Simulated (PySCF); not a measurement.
Species: C2H7BCl2Si.
SMILES with atom numbers: `[CH3:1][CH2:2][SiH2:3][B:4]([Cl:5])[Cl:6]` (hydrogens: H7, H8, H9 on C1; H10, H11 on C2; H12, H13 on Si3)

Method: PBE0-D3(BJ)/def2-SVP geometry optimisation, gas phase (PySCF); density fitting, grid level 1; the optimiser is geomeTRIC in internal coordinates, started from a GFN2-xTB structure with every atom displaced at random (about 0.01 Å).

Step 0: E = -35762.3739 eV
```
atom  x, y, z in Å  |  force x, y, z in eV/Å
C1     -0.7918    0.5252   -1.0811   -0.871   0.695   0.469
C2     -0.2559   -0.6765   -0.3692    0.363   0.268   0.342
Si3     1.3416   -0.2978    0.5869   -0.344   0.034  -0.301
B4      2.7154    0.5554   -0.6386   -0.772  -0.104   0.626
Cl5     3.7433   -0.3962   -1.6178    0.681  -0.726  -0.609
Cl6     2.7832    2.2683   -0.8305   -0.007   0.800  -0.012
H7     -1.7338    0.3060   -1.5931   -0.215  -0.004  -0.173
H8     -0.9939    1.3597   -0.3841   -0.050  -0.091  -0.023
H9     -0.1087    0.9274   -1.8080    0.617   0.236  -0.719
H10    -1.0049   -1.0600    0.3312   -0.057  -0.161   0.271
H11    -0.0744   -1.4645   -1.0889    0.250  -0.628  -0.354
H12     1.0121    0.5696    1.7371   -0.046   0.363   0.210
H13     1.8074   -1.5587    1.1466    0.451  -0.682   0.273
```

Step 1: E = -35762.4921 eV
```
atom  x, y, z in Å  |  force x, y, z in eV/Å
C1     -0.8193    0.5685   -1.0845    0.161   0.033  -0.098
C2     -0.2368   -0.6539   -0.3824   -0.010  -0.175  -0.014
Si3     1.3393   -0.3309    0.6263   -0.025   0.092   0.002
B4      2.6796    0.5203   -0.6261    0.271  -0.172  -0.217
Cl5     3.7533   -0.4699   -1.6310   -0.281   0.261   0.257
Cl6     2.7194    2.2594   -0.8483    0.025  -0.079  -0.014
H7     -1.7470    0.3239   -1.6241   -0.013  -0.023   0.007
H8     -1.0540    1.3707   -0.3711   -0.031   0.065   0.059
H9     -0.1166    0.9954   -1.8225   -0.062  -0.051   0.068
H10    -0.9776   -1.0866    0.3125    0.006  -0.018  -0.013
H11    -0.0060   -1.4523   -1.1122   -0.014   0.059   0.042
H12     1.0192    0.6149    1.7464    0.040  -0.030  -0.024
H13     1.8859   -1.6015    1.2074   -0.070   0.039  -0.055
```

Task: Estimate the geometry and energy of step 2. (The exact step hangs on the optimiser's Hessian estimate; all steps are aligned on step 1, rigid shifts and turns removed.)

Result: E = -35762.4997 eV, largest force 0.164 eV/Å
```
atom  x, y, z in Å  |  force x, y, z in eV/Å
C1     -0.8207    0.5659   -1.0809    0.011   0.026  -0.011
C2     -0.2365   -0.6580   -0.3843   -0.011  -0.058   0.030
Si3     1.3355   -0.3192    0.6216   -0.012   0.053  -0.010
B4      2.6850    0.5256   -0.6251    0.094  -0.102  -0.088
Cl5     3.7390   -0.4730   -1.6185   -0.090   0.089   0.086
Cl6     2.7471    2.2608   -0.8537    0.011   0.004   0.000
H7     -1.7469    0.3164   -1.6217   -0.008   0.009   0.000
H8     -1.0620    1.3664   -0.3634   -0.006  -0.008  -0.003
H9     -0.1201    0.9958   -1.8148   -0.004  -0.008   0.006
H10    -0.9748   -1.0984    0.3083    0.005  -0.007  -0.006
H11    -0.0003   -1.4507   -1.1153    0.011   0.017  -0.003
H12     1.0236    0.6205    1.7456    0.004  -0.002   0.002
H13     1.8707   -1.5942    1.1927   -0.005  -0.013  -0.003
```

The energy changes by -0.0075 eV. The first-order estimate −F·Δx gives -0.0123 eV and the mean of the old and new forces, exact on a quadratic surface, -0.0078 eV. The step makes an angle of 69° with the force vector and moves no atom by more than 0.028 Å.

The cost below is that of the whole optimisation. Hardware: Arm Neoverse V2, one thread, shared host. Cost: 34 s of wall time, 0.51 GiB resident at most.
